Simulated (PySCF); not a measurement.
B2HO2, SMILES O=BB=[OH+], charge +1.

Coordinates come from a ωB97X-D3(BJ)/def2-TZVP optimisation. The isomer is the one that the SMILES or the coordinates give; other isomers of the formula were not compared. Other conformers were not sampled.

Two levels are set side by side: TDDFT-PBE/def2-SVPD (PySCF) and TDDFT-PBE0/def2-SVPD (PySCF). Vertical, same geometry. The lowest singlet is HOMO−1→LUMO+1 50 %, HOMO→LUMO 50 % with PBE and HOMO→LUMO 49 %, HOMO−1→LUMO+1 49 % with the other functional; states are paired by order. Differences are taken from unrounded values.

```json
[
 {"quantity": "lowest singlet excitation (eV)", "TDDFT-PBE0": "5.24"},
 {"quantity": "lowest triplet excitation (TDA) (eV)", "TDDFT-PBE0": "4.47"},
 {"quantity": "first bright state (f over 0.05) (eV)", "TDDFT-PBE0": "7.29"},
 {"quantity": "its oscillator strength", "TDDFT-PBE0": "0.32"}
]
```

Problem. What does TDDFT-PBE give, and how far is it from TDDFT-PBE0? (An estimate is asked for; the answer gives what the named calculation found.)

Solution. 
| quantity | TDDFT-PBE | TDDFT-PBE minus TDDFT-PBE0 |
|---|---|---|
| lowest singlet excitation (eV) | 4.80 | -0.44 |
| lowest triplet excitation (TDA) (eV) | 4.16 | -0.31 |
| first bright state (f over 0.05) (eV) | 6.55 | -0.74 |
| its oscillator strength | 0.28 | -0.04 |

A lower first singlet is the usual sign of a functional without exact exchange. Differences between two approximate levels are no errors against the true value.

Rough cost on one machine, each run with all the roots and properties that it gave: TDDFT-PBE0 against TDDFT-PBE about 2 times.
